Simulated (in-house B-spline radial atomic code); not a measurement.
**RPA and G0W0 on r2SCAN: S⁴⁺**

Configuration [Ne] 3s2, mean-field start r2SCAN. Computed with an all-electron radial atomic-structure program (B-spline basis): all electrons, non-relativistic, point nucleus, each spin shell either full or empty, empty states to l = 9 with an (l + 1/2)⁻⁴ tail; G0W0 by contour deformation at full frequency.

Command:
```bash
python run_gw.py task.json out
```
Settings (radii: box in bohr, nucleus in fm):
```
Z                        16
electrons                12
configuration            [Ne] 3s2
hamiltonian              nr
method                   r2scan
lmax                     9
spin_polarised           False
box_radius               11.96
intervals                48
ion_configuration        [Ne] 3s1
```

Run time, properties included: 2.8 s on 1 thread of Arm Neoverse N1 (shared host).

Energies (hartree):

| term | value |
| --- | --- |
| mean-field total | -393.81861 |
| Hartree-Fock functional on these orbitals | -393.36491 |
| direct second order | -0.84715 |
| second-order exchange | 0.3106 |
| SOSEX correction | 0.27504 |

Q: What is the RPA correlation energy, and what remains with SOSEX?

A: RPA gives -0.74057 hartree (-1.68 eV per electron); RPA + SOSEX gives -0.46553, and the second-order doubles -0.53655 hartree (no singles). SOSEX takes back 37 % of the RPA value.

Quasi-particle levels (eV):

```tsv
level	occupied	mean field	Σx - vxc	Σc	QP weight	G0W0
3s	yes	-65.97	-4.84	?	?	?
2p	yes	-218.86	-22.34	4.51	0.914	-236.70
3p	no	-53.05	7.11	-1.86	0.941	-47.80
```

G0W0 = mean field + (Σx - vxc) + Σc, with Σc (partial-wave tail included) taken at the quasi-particle energy. Levels of low weight are left out.

Q: Where does G0W0 put 3s?

A: At -72.91 eV, with Σc = -2.11 eV and a quasi-particle weight of 0.953. The tabulated removal energy is 72.594 eV (NIST, measured); the calculation leaves out relativity, Breit and QED terms, and what these don't explain is the method's own error.

Q: What does it cost to remove one electron (to [Ne] 3s1) by differences of total energies, each species on its own start (correlation terms add to the Hartree-Fock functional)?

A: r2SCAN 71.57 eV, Hartree-Fock functional 70.60 eV, + RPA 72.92 eV, + RPA + SOSEX 72.30 eV, + second order 73.05 eV. Tabulated: 72.594 eV (NIST, measured); the calculation leaves out relativity, Breit and QED terms, and what these don't explain is the method's own error.
